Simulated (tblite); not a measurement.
Compound: C5H5OS2 (doublet state).
Bonds: C1–O2, O2–C3, C3–C4 (aromatic), C4–C5 (aromatic), C5–C6 (aromatic), C6–S7, C6–S8 (aromatic), C3–S8 (aromatic). Hydrogens: H9, H10, H11 on C1; H12 on C4; H13 on C5.

Structure optimised with GFN2-xTB, isolated species. This method treats the open shell by occupation alone, without spin polarisation.

What internal coordinates does the optimisation give?

```
                 bond  length (Å)
                C1–O2       1.412
                O2–C3       1.329
                C3–C4       1.385
                C4–C5       1.387
                C5–C6       1.390
                C6–S7       1.664
                C6–S8       1.781
                C3–S8       1.731
C1–H9, C1–H10, C1–H11       1.092
               C4–H12       1.074
               C5–H13       1.075
```

Bonds in one row agree within 0.01 Å and their mean is given. A selection of angles:
```
    angle  degrees
 O2–C1–H9    110.9
O2–C1–H10    106.2
H9–C1–H10    110.1
 C1–O2–C3    117.7
 O2–C3–C4    124.1
 O2–C3–S8    123.7
 C4–C3–S8    112.2
 C3–C4–C5    112.9
C3–C4–H12    122.1
C5–C4–H12    125.0
 C4–C5–C6    114.5
C4–C5–H13    124.5
C6–C5–H13    121.0
 C5–C6–S7    128.3
 C5–C6–S8    109.5
 S7–C6–S8    122.2
 C3–S8–C6     90.9
```

Torsions: C1–O2–C3–C4 -179° (antiperiplanar).

The 8 heavy atoms lie in one plane (0.007 Å rms). The 2 C–O bonds span 1.329 Å (O2–C3, drawn single) to 1.412 Å (C1–O2, drawn single), a spread of 0.083 Å. Of the pairs four or more bonds apart, S8···H9 is among the closest relative to their van der Waals radii: 2.85 Å, 95 % of the sum of Bondi's values. C3 (carbon bonded to C, O and S) is planar (angles 124.1°, 123.7° and 112.2°, sum 360.0°, 0.00 Å off the plane of its three neighbours). C5 (carbon bonded to 2 C and H) is planar (angles 124.5°, 121.0° and 114.5°, sum 360.0°, 0.00 Å off the plane of its three neighbours). The C–S distances run from 1.664 Å (C6–S7, drawn single) to 1.781 Å (C6–S8, aromatic), a spread of 0.117 Å. C4 (carbon bonded to 2 C and H) is planar (angles 125.0°, 122.1° and 112.9°, sum 360.0°, 0.00 Å off the plane of its three neighbours).

Point group: Cs (tolerance 0.08 Å). Its GFN2-xTB frequencies are all real (lowest 85 cm⁻¹). 2 starts were optimised and ended at 0.00 and 2.19 kcal/mol (GFN2-xTB); the lowest of these is shown.

One conformer stands for the species.

These are computed values.
